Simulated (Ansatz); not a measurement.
Reaction (substitution at a C–O bond): `CO[SiH2]B(O)F` + `OC(O)[SeH]` → `C[Se]C(O)O` + `O[SiH2]B(O)F`

Calculated with Ansatz (gas phase, PBE0-D4/def2-TZVP geometries, no zero-point term in ΔE). CCSD(T)/CBS is the MP2 limit (def2-TZVPP, def2-QZVPP) plus CCSD(T) − MP2 in def2-TZVPP, frozen cores. DFT in def2-TZVPP. For Se outer-core shells are correlated without core-valence functions, which leaves a few kJ/mol of doubt a bond. Scalar relativity is left out up to krypton. Each species was taken in one conformer, which may not be the lowest.

| level | ΔE (kJ/mol) |
| --- | --- |
| r2SCAN | -49.4 |
| MP2/CBS(def2) | -67.0 |

Question: What does CCSD(T)/CBS give? (An estimate is asked.)

Answer: Ansatz gave: -60.0 kJ/mol. The listed levels differ from it by 10.6, -7.0 kJ/mol.

Largest T1 diagnostic among the species: 0.013.

In def2-TZVPP, CCSD(T) changes the Hartree–Fock value by −8.9 kJ/mol (the triples alone add −0.3 kJ/mol) and MP2 by −16.0 kJ/mol.
